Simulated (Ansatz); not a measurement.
Born–Oppenheimer molecular dynamics of a periodic cell of 17 atoms, Li₁₆Cu (host Li, host structure bcc, interstitial Cu). It goes on from the last frame of an earlier run, with new velocities.

These are results of DFT r2SCAN-D3(BJ), scalar-relativistic, plane waves, PAW in Ansatz 0.2.0, not measurements. Settings: accuracy low, cutoff 500 eV, k mesh 2x2x2, fermi-dirac smearing 0.1 eV, no spin polarisation.

| Item | Value |
| --- | --- |
| ensemble | NVT, Langevin thermostat |
| time step | 4 fs |
| steps asked | 160 |
| set temperature | 1680 K |
| friction | 0.01 /fs |
| seed | 125109 |

First frame:

```xyz
17
Lattice="6.9800 0.0000 0.0000 0.0000 6.9800 0.0000 0.0000 0.0000 6.9800" Properties=species:S:1:pos:R:3
Li 0.551 -0.137 -0.811
Li 3.807 -1.044 -0.386
Li -0.055 4.070 0.830
Li 0.366 0.556 3.781
Li 2.114 1.528 1.619
Li 2.892 3.552 -0.186
Li 3.248 -0.286 4.276
Li 4.616 2.222 1.628
Li 0.164 2.802 2.784
Li 1.691 6.001 2.075
Li 1.869 1.822 5.421
Li 3.172 3.829 2.898
Li 5.824 6.066 2.155
Li 5.416 1.677 5.988
Li 0.998 4.753 4.595
Li 4.927 4.654 4.973
Cu 0.044 0.966 1.155
```

Q: What does the run give?

A: All steps were run.

```yaml
steps_done: 160
time_covered: 640 fs
mean_temperature_over_the_second_half: 1637 K
spread_of_the_potential_energy_over_the_second_half: 32.1 meV per atom
mean_potential_energy_of_the_second_half_above_the_start: 55.7 meV per atom
```

A run of 0.64 ps of so small a system gives no equilibrium averages. Limits of this set-up: coarse k mesh, a small cell, in which the defect meets its images, low accuracy level.

Q: What happens to the structure?

A: Mean squared displacements from the first frame to the last, about the centre of mass: Li 11.93 Å², Cu 1.78 Å². Another seed would give other details.

Q: How do temperature and energy run in time?

A: 
| time (fs) | T (K) | potential energy less start (eV) |
| --- | --- | --- |
| 0 | 1581 | 0.000 |
| 20 | 1646 | 0.308 |
| 40 | 1397 | 0.252 |
| 60 | 1125 | 0.922 |
| 80 | 1248 | 0.616 |
| 100 | 1739 | 0.907 |
| 120 | 1483 | 1.355 |
| 140 | 1440 | 1.295 |
| 160 | 1523 | 1.193 |
| 180 | 1623 | 1.348 |
| 200 | 2023 | 0.938 |
| 220 | 1469 | 1.851 |
| 240 | 1625 | 1.936 |
| 260 | 1624 | 1.298 |
| 280 | 848 | 1.865 |
| 300 | 1337 | 0.569 |
| 320 | 1657 | 0.311 |
| 340 | 1794 | 0.521 |
| 360 | 1633 | 0.606 |
| 380 | 1574 | 1.153 |
| 400 | 1434 | 1.740 |
| 420 | 1810 | 0.730 |
| 440 | 1827 | 0.705 |
| 460 | 1888 | 0.516 |
| 480 | 1136 | 1.382 |
| 500 | 1476 | 0.760 |
| 520 | 1948 | 0.168 |
| 540 | 2037 | 0.440 |
| 560 | 1339 | 1.820 |
| 580 | 1384 | 1.690 |
| 600 | 1523 | 1.519 |
| 620 | 1929 | 0.460 |
| 640 | 1374 | 1.230 |

The run took 30 min on 2 threads of Intel(R) Xeon(R) Platinum 8488C (Sapphire Rapids), on a shared host, peak memory 1.1 GiB.
